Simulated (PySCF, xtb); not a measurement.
C₄H₇FSi, SMILES C(=C=C)([SiH2]C)F.

GFN2-xTB run with xtb at its own geometry gives an orbital gap of 4.55 eV and a dipole moment of 2.70 D.

Geometry optimised at r2SCAN-D4/def2-SVP. The structure was generated by enumeration, and PubChem lists no compound with its InChIKey, so it may never have been made. The values are those of a single conformer.

**Question.** What does PBE/def2-TZVP in PySCF give? (An estimate is asked for; the answer gives what the named calculation found.)

**Answer.** gap 4.41 eV (levels -6.17 and -1.75 eV), dipole 1.41 D.
